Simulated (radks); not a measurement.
Results of a calculation; reference values are marked as such.
Ta4+, configuration [Xe] 4f14 5d1 (the NIST ground configuration). Level of theory: scalar-relativistic Kohn-Sham, r2SCAN, spin-polarised, spherical densities, finite nucleus; open shells are filled with parallel spins first (spin-orbit coupling, left out, can overturn this in heavy ions); meta-GGA in the generalised Kohn-Sham scheme; Fermi nuclear charge, rms radius 5.3507 fm (a radial shooting solver on a logarithmic mesh with Libxc functionals).

Radial electron density D(r) = 4 pi r^2 rho(r):

r (bohr),D(r) (e/bohr),spin D(r)
0.002165,22.58,-0.000105
0.002888,33.05,-0.000152
0.003852,46.70,-0.000213
0.005097,62.48,-0.000285
0.006798,79.36,-0.000367
0.009067,93.21,-0.000458
0.01209,99.58,-0.000585
0.01613,96.55,-0.000814
0.02134,89.60,-0.00118
0.02846,90.77,-0.00136
0.03796,108.9,0.000419
0.05063,130.8,0.00846
0.067,129.4,0.0268
0.08936,107.4,0.0521
0.1192,106.6,0.0598
0.159,122.1,0.0246
0.212,97.19,-0.0175
0.2805,62.70,0.0149
0.3741,69.75,0.0891
0.499,67.67,0.0424
0.6656,38.67,-0.0333
0.8806,20.77,0.173
1.175,12.97,0.602
1.567,5.907,0.743
2.089,1.524,0.451
2.787,0.2279,0.138
3.687,0.02240,0.0197
4.918,0.0009346,0.000917

D(r) has 4 maxima, at r = 0.0127, 0.0575, 0.160, 0.429 bohr, and minima at 0.0243, 0.104, 0.301 bohr, inside which lie 1.90, 11.09, 29.81 electrons.
